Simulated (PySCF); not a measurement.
B(F)(NCO)2 (C2BFN2O2), SMILES O=C=NB(F)N=C=O.

The structure is a stationary point at PBE0-D3(BJ)/def2-SVP. Other conformers were not sampled.

All values below come from PySCF with PBE/def2-TZVP.

Gas-phase values at a fixed geometry.

**Question.** Estimate the frontier levels, gap, dipole moment and polarisability. (The exact figures need the calculation; the answer reports its results.)

**Answer.** 
```
Property                                                                                                       Result
---------------------------------------------------------------------------------------------  ----------------------
highest occupied level                                                                                       -7.61 eV
lowest empty level                                                                                           -2.56 eV
orbital gap                                                                                                   5.05 eV
dipole moment                                                                                                  0.22 D
quadrupole, principal values (traceless, Buckingham form, about the centre of nuclear charge)  -7.73, -1.10, 8.82 D·Å
mean static polarisability                                                                       57.2 bohr³ (8.47 Å³)
polarisability, principal values                                                               29.3, 51.3, 90.8 bohr³
```
